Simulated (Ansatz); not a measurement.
Relaxation of CH₄S₂Si (8 atoms, charge 0, multiplicity 1), to a largest force component of 0.02 eV/Å in at most 50 steps.

Level of theory: RKS PBE-D4/cc-pVDZ (Ansatz 0.2.0).

```xyz
8
Properties=species:S:1:pos:R:3
C -0.575 0.940 -0.367
Si 0.039 -0.654 0.428
S 2.116 -0.785 0.907
S 1.330 -1.905 -0.725
H -1.478 0.761 -0.943
H -0.806 1.684 0.390
H 0.175 1.358 -1.035
H 2.669 -0.468 2.131
```

Where does it end, and by what steps?

The forces met the threshold. After 13 steps the energy has fallen by 2.366 eV; H8 moved furthest, 0.67 Å.

```
step  energy less start (eV)  largest force component (eV/Å)  accepted
   0                  0.0000                           2.799       yes
   1                 -0.9525                           1.881       yes
   2                 -1.4005                           1.385       yes
   3                 -1.8204                           1.884       yes
   4                 -2.1357                           1.700       yes
   5                 -2.3182                           0.876       yes
   6                 -2.3450                           0.326       yes
   7                 -2.3342                           0.303        no
   8                 -2.3621                           0.113       yes
   9                 -2.3615                           0.120        no
  10                 -2.3642                           0.049       yes
  11                 -2.3648                           0.039       yes
  12                 -2.3655                           0.035       yes
  13                 -2.3656                           0.010       yes
```

```xyz
8
Properties=species:S:1:pos:R:3
C -0.540 0.912 -0.356
Si -0.176 -0.601 0.801
S 2.245 -0.266 0.781
S 1.393 -1.677 -0.534
H -1.422 0.630 -0.975
H -0.843 1.792 0.251
H 0.275 1.204 -1.050
H 2.537 -1.065 1.867
```

Run time: 20 s on 2 threads of AMD EPYC 9R14 (Zen 4), on a shared host, peak memory 0.2 GiB.
